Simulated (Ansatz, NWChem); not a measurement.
**Worked example: the enthalpy of formation of BrCl (SMILES ClBr)**

The species is BrCl (2 atoms), meant as a singlet with charge 0. As SMILES, `ClBr`. The bond length is the measured one.

```xyz
2

Cl    0.0000    0.0000    0.0000
Br    0.0000    0.0000    2.1361
```

Total energies at CAM-B3LYP/def2-TZVPPD (NWChem 7.3.0); the atoms run unrestricted:

| species | state | energy (Eh) |
| --- | --- | --- |
| BrCl | singlet | -3034.487761 |
| Cl | doublet | -460.167024 |
| Br | doublet | -2574.239395 |

Harmonic wavenumbers at SVWN5/def2-TZVP, in cm⁻¹: 449.

Measured heats of formation of the gaseous atoms at 298.15 K, in kJ/mol: Cl 121.3, Br 111.9. Spin-orbit lowering of the atoms at 298 K (mean of the ground term's levels less their thermal mean, from spectra), in kJ/mol: Cl 3.44, Br 14.69. Take 1 Eh = 2625.50 kJ/mol, 1 cm⁻¹ = 0.0119627 kJ/mol, RT = 2.479 kJ/mol.

Q: What heat of formation follows?

A: 
1. Electronic atomisation energy: (-460.167024) + (-2574.239395) − (-3034.487761) = 0.081342 Eh = 213.6 kJ/mol.
2. Zero-point energy: half the sum of the wavenumbers, 224.5 cm⁻¹ = 2.7 kJ/mol.
3. Thermal vibrational enthalpy, Σ hcν̃/(exp(hcν̃/kT) − 1): 0.7 kJ/mol. Translation, rotation and pV of a linear molecule: 3.5 RT = 8.7 kJ/mol.
4. The 2 free atoms carry 5/2 RT each: 12.4 kJ/mol.
5. Spin-orbit coupling lowers the free atoms by 3.44 + 14.69 = 18.1 kJ/mol.
6. Atomisation enthalpy at 298 K: 213.6 − 18.1 − 2.7 − 0.7 − 8.7 + 12.4 = 195.8 kJ/mol.
7. Sum of the atoms' heats of formation: 233.2 kJ/mol. Heat of formation: 233.2 − 195.8 = +37.4 kJ/mol.

The tabulated value is +14.4 kJ/mol (Active Thermochemical Tables), so this level is off by +23.0 kJ/mol, or 10.5 % of the atomisation enthalpy. Relativity is left out. Anharmonicity and any spin-orbit splitting of the molecule are left out.
